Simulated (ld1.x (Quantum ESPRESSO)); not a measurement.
**vanadium, TM: configuration errors across variants**

```json
{"Element": "V", "Generator": "ld1.x (Quantum ESPRESSO) 7.5", "Type": "norm-conserving Troullier–Martins (Kleinman–Bylander form)", "Functional": "PBE", "Relativity": "scalar-relativistic", "Frozen core": "[Ne]", "Valence charge": "13", "Reference configuration": "3s2 3p6 3d3 4s2 4p0", "Partial waves": "3s (bound): rc 1.45 bohr; 3d (bound): rc 1.75 bohr; 4f channel at 0.05 Ry: rc 1.45 bohr; 3p (bound): rc 1.15 bohr", "Local potential": "the p channel", "Core correction": "none"}
```

Occupied shells without a wave of their own: 4s. They enter only through the test configuration that unscreens the potential.

All-electron excitation energies from the reference (eV): (1) 3s2 3p6 3d3 4s1 4p0 7.735; (2) 3s2 3p6 3d3 4s0 4p0 22.031; (3) 3s2 3p6 3d2 4s0 4p0 50.928; (4) 3s2 3p6 3d4 4s1 4p0 0.586; (5) 3s2 3p6 3d3.5 4s1.5 4p0 0.055; (6) 3s2 3p6 3d2 4s2 4p1 5.778; (7) 3s2 3p6 3d3 4s1 4p1 3.347.

For the base: The 4s level has no wave, so the channel is fitted at the deeper level alone: the likely source of the large errors.

On the changes marked as counting shells twice: ld1.x takes every shell without a wave as core, so the model core holds the marked electrons as well and exchange and correlation see them twice. This cancels in the reference configuration, but the file is broken for other ones, and its errors say nothing about a proper core correction.

1 further variants failed, have other tests or too few solved ones, and are left out.

The file “all radii scaled by about 1.09 (s 1.58, p 1.26, d 1.92, f 1.58 bohr)” misses its own reference levels by 0.4 eV. The file “local potential all-electron potential smoothed inside 1.00 bohr (lloc = -1)” misses its own reference levels by 0.4 eV.

Errors AE − PS in meV (a dash: test not solved or not reliable):

```csv
change,(1),(2),(3),(4),(5),(6),(7),bound ghosts
base,-313,-823,-1275,-159,-94,+85,-244,none
core correction a·sin(br)/r model core inside 1.10 bohr (4s counted twice),-462,-1478,-2179,-181,-101,+54,-267,none
"all radii scaled by about 1.09 (s 1.58, p 1.26, d 1.92, f 1.58 bohr)",-476,-1253,-1925,-241,-143,+129,-371,none
local potential all-electron potential smoothed inside 1.00 bohr (lloc = -1),-486,-1283,-2026,-242,-145,+115,-383,none
wave 4f channel at 0.05 Ry: rc 1.45 bohr becomes 4f channel at 1.14 Ry: rc 1.45 bohr,-313,-823,-1275,-159,-94,+85,-244,none
wave 3p (bound): rc 1.15 bohr becomes 3p (bound): rc 0.76 bohr,-350,-923,-1438,-177,-105,+89,-275,none
wave 4f channel at 0.05 Ry: rc 1.45 bohr becomes 4f channel at 0.05 Ry: rc 1.16 bohr,-313,-823,-1275,-159,-94,+85,-244,none
wave 3d (bound): rc 1.75 bohr becomes 3d (bound): rc 1.10 bohr,-313,-821,-1297,-163,-96,+62,-244,none
```

Q: Give the same row for: type RRKJ; local potential all-electron potential smoothed inside 1.45 bohr (lloc = -1); rho0 0.005.

A: –, –, –, –, –, –, –; bound ghosts: not determined. Not counted: all (the test run did not reproduce the reference configuration, from which every error is measured).
